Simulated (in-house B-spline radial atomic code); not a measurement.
Neutral zinc is squeezed into an impenetrable sphere of radius R (the orbitals vanish at R). No spin polarisation. Computed with a B-spline radial code for spherical atoms: non-relativistic Hartree-Fock, average of configuration, point nucleus.

Energies in eV above the free atom in [Ar] 3d10 4s2:

```csv
R (bohr),highest level (eV),[Ar] 3d10 4s2,[Ne] 3s2 3p5 3d10 4s2 4d1,[Ne] 3s2 3p5 3d10 4s2 4f1,-dE/dV in [Ar] 3d10 4s2 (GPa)
9.69,-7.94,0.009726,96.99,99.88,0.011
6.68,-7.59,0.3431,99.91,105.5,0.754
4.95,-6.06,2.442,106.5,115.5,9.85
4.06,-3.3,7,116.6,128.4,45.1
3.51,0.591,14.18,130.3,144.1,133
3.05,7.02,27.16,152.4,167.5,374
2.56,21.4,59.43,201.8,216.8,1340
2.01,64.4,170.4,353.1,360.9,7780
2,65.8,174.1,358,365.4,8060
1.49,202,607.1,888.2,861.1,65700
```

Task: Does [Ne] 3s2 3p5 3d10 4s2 4d1 fall below [Ar] 3d10 4s2 under compression?

Result: No, it stays above over the whole range.

Task: Does [Ne] 3s2 3p5 3d10 4s2 4f1 fall below [Ar] 3d10 4s2 under compression?

Result: No, it stays above over the whole range.

The highest level is first positive in the row R = 3.51 bohr, pushed up by confinement above the zero of the free ion's potential. Each configuration is held fixed and needn't be the lowest in the sphere.
